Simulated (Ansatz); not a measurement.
Reaction: BP2H4 (SMILES P[B]P, doublet) → BP2H4 (SMILES PB[PH], doublet)
Each species at its own B3LYP-D3(BJ)/def2-TZVP minimum (Ansatz, a program for electronic structure).

Total energies in hartree (Ansatz). Radicals and triplets start from unrestricted determinants; spin-orbit coupling is neglected. Cores are frozen in correlated methods. No relativity.

| species | HF/cc-pV(T+d)Z | CCSD(T)/cc-pV(T+d)Z | HF/cc-pV(Q+d)Z | CCSD(T)/cc-pV(Q+d)Z | CCSD(T)/cc-pV(D+d)Z | CCSDT(Q)/cc-pV(D+d)Z |
|---|---|---|---|---|---|---|
| 1: BP2H4 (SMILES P[B]P, doublet) | -708.46499 | -708.92487 | -708.47307 | -708.95849 | -708.81091 | -708.81355 |
| 2: BP2H4 (SMILES [PH]BP, doublet) | -708.49444 | -708.95365 | -708.50256 | -708.98657 | -708.84006 | -708.84277 |

Q: Work out the isomerisation energy (electronic) in kJ/mol: take Hartree-Fock from cc-pV(Q+d)Z, extrapolate the CCSD(T) correlation energy as X^-3 (X = 3, 4), and add CCSDT(Q) - CCSD(T) in cc-pV(D+d)Z. 1 hartree = 2625.5 kJ/mol.

A: 
Species 1: correlation (64·(-0.48542) - 27·(-0.45988))/37 = -0.50406; step -0.00264; E1 = -708.47307 + (-0.50406) + (-0.00264) = -708.97977
Species 2: correlation (64·(-0.48401) - 27·(-0.45921))/37 = -0.50211; step -0.00271; E2 = -708.50256 + (-0.50211) + (-0.00271) = -709.00738
-1·E1 +1·E2 = -0.02761 hartree = -72.5 kJ/mol.
